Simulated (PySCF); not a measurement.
# Correlation energy of Ni²⁺ (nickel, charge +2)

[Ar] 3d7 4p1, one real determinant (an excited configuration). Calculation: PySCF 2.14, in def2-QZVPPD (11s6p5d4f2g, 100 functions); no relativity, point nucleus. Frozen: [Ar]; 8 electrons correlated.

MP2 pair energies summed by pair of shells (mhartree):

```csv
pair,energy,share (%)
3d-3d,-179.39,92.0
3d-4p,-15.53,8.0
```

Total MP2 correlation energy: -194.92 mhartree.

Same-spin part -87.20 and opposite-spin part -107.72 mhartree; SCS-MP2 scales them by 1/3 and 6/5 to -158.33 mhartree.

The reference is one real determinant that mixes LS terms of this configuration.
